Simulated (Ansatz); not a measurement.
`[F][Sn]([F])([SeH])[SeH]` → 2 F• + 2 H• + 2 Se• + Sn•  (atomization)

Program: Ansatz. Geometries: PBE0-D4/def2-TZVP. ΔE: electronic, gas phase. CBS: MP2 limit from def2 TZ/QZ plus the TZ coupled-cluster correction, frozen cores. This one scheme is used for every species, atoms too. For atomizations the MP2-based limit and the directly extrapolated one differ by several kJ/mol either way, and by 10 to 25 for some Ge, Se and Sn compounds, so smaller differences from it don't rank the levels. Functionals use def2-TZVPP. B3LYP here is the variant with VWN-RPA as its local correlation; programs differ in this. HSE06 is defined as in plane-wave codes. Open shells (•) are unrestricted, without spin–orbit coupling. Spin–orbit coupling would lower the free atoms: a little for F; clearly for Se; strongly for Sn. Elements past krypton have def2 core potentials. For Se, Sn outer-core shells are correlated without core-valence functions, so the limit isn't a true one: a few kJ/mol of doubt a bond, and 10 to 20 or more in all where bonds break to atoms. Scalar relativity is left out up to krypton. One conformer a species, not always the lowest.

`[F][Sn]([F])([SeH])[SeH]`:

Cartesian coordinates in Å:
```
F 1.328 0.695 1.826
Sn 0.246 0.009 0.415
F -1.198 -0.788 1.376
Se 1.700 -1.665 -0.719
Se -0.799 1.812 -0.956
H 0.728 -1.761 -1.819
H -2.006 1.697 -0.121
```

```
             level  ΔE (kJ/mol)  difference from CCSD(T)/CBS
            PBE-D4       2062.8                          8.8
         revPBE-D4       1982.8                        -71.2
           BLYP-D4       2012.5                        -41.5
         r2SCAN-D4       2025.6                        -28.4
           PBE0-D4       1982.3                        -71.7
          B3LYP-D4       1984.1                        -69.9
        r2SCANh-D4       1993.0                        -61.0
        r2SCAN0-D4       1947.2                       -106.8
          HSE06-D4       1981.9                        -72.1
          BHLYP-D4       1887.4                       -166.6
      CAM-B3LYP-D4       1993.2                        -60.8
           ωB97X-V       2027.1                        -26.9
           ωB97M-V       1987.0                        -67.0
            B2PLYP       1963.1                        -90.9
          PBE-QIDH       1964.3                        -89.7
               PBE       2041.0                        -13.0
            revPBE       1934.9                       -119.1
              BLYP       1967.7                        -86.3
            r2SCAN       2020.7                        -33.3
              PBE0       1963.4                        -90.6
             B3LYP       1948.4                       -105.6
           r2SCANh       1987.5                        -66.5
           r2SCAN0       1940.9                       -113.1
             HSE06       1963.7                        -90.3
             BHLYP       1852.5                       -201.5
         CAM-B3LYP       1973.1                        -80.9
       HF/def2-SVP       1237.7                       -816.3
      MP2/def2-SVP       1872.9                       -181.1
     CCSD/def2-SVP       1774.8                       -279.2
     HF/def2-TZVPP       1282.1                       -771.9
    MP2/def2-TZVPP       2001.8                        -52.2
SCS-MP2/def2-TZVPP       1958.9                        -95.1
   CCSD/def2-TZVPP       1891.6                       -162.4
CCSD(T)/def2-TZVPP       1946.3                       -107.7
     HF/def2-QZVPP       1292.9                       -761.1
    MP2/def2-QZVPP       2067.3                         13.3
SCS-MP2/def2-QZVPP       2027.2                        -26.8
      HF/CBS(def2)       1294.4                       -759.6
     MP2/CBS(def2)       2109.4                         55.4
    CCSD/CBS(def2)       1999.2                        -54.8
       CCSD(T)/CBS       2054.0                            0
```

Largest T1 diagnostic among the species: 0.012.

At CCSD(T), def2-SVP lies −246.6 kJ/mol from the extrapolated value and def2-TZVPP −107.6 kJ/mol: correlation converges slowly with the basis, and small sets miss more of it in the bonded molecule than in its fragments. In def2-TZVPP, CCSD(T) changes the Hartree–Fock value by +664.3 kJ/mol (the triples alone add +54.8 kJ/mol) and MP2 by +719.7 kJ/mol; breaking electron pairs costs correlation energy, which Hartree–Fock lacks. From r2SCAN to r2SCAN0 (25 % exact exchange), in def2-TZVPP and without D4, ΔE moves by −79.7 kJ/mol: exact exchange takes away binding that semilocal exchange gives to molecules.
